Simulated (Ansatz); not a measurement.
Ideal-gas functions of BrFH₂InN (`[NH2][In]([F])[Br]`) at 400 K and 1 bar, from an Ansatz frequency run at PBE0-D4/def2-TZVP.

Molar mass 229.74 g/mol, point group C1 (symmetry number 1), electronic degeneracy 1, moments of inertia 101.643, 404.22, 505.113 u Å². Harmonic wavenumbers (cm⁻¹, unscaled): 86, 120, 124, 259, 273, 458, 595, 636, 818, 1549, 3559, 3664.

Use S(trans) = R[1.5 ln M + 2.5 ln T − 1.1517]; rotational temperatures θ = 24.2544 K / I; S(rot) = R[ln(√π/σ · √(T³/θAθBθC)) + 1.5]; for each mode x = 1.438777 ν̃/T, S = R[x/(eˣ − 1) − ln(1 − e⁻ˣ)] and H = RT x/(eˣ − 1); 1 cm⁻¹ = 0.0119627 kJ/mol; R = 8.31446 J/(mol·K).

By hand: the entropy, in J/(mol·K).

Translation 182.8. Rotation: θ = 0.2386, 0.06, 0.048 K, giving 122.2. Vibration, mode by mode: 18.10, 15.36, 15.10, 9.20, 8.79, 5.04, 3.41, 3.04, 1.81, 0.21, 0.00, 0.00, in all 80.1. Electronic 0.0. Sum 385.1 J/(mol·K).

By hand: H − E and G − E in kJ/mol, counted from the electronic energy.

Zero-point energy ½ × 12141 × 0.0119627 = 72.6; thermal vibration 15.8; translation, rotation and pV give 4 RT = 13.3. H − E = 101.7 kJ/mol, and G − E = 101.7 − 400 × 385.1/1000 = -52.3 kJ/mol.

Vibration gives 21 % of the entropy, 48.6 J/(mol·K) of it from the modes under 150 cm⁻¹: soft modes count most, and the harmonic formula is weakest for them. The sum counts one conformer and one mirror image; others add a mixing term.
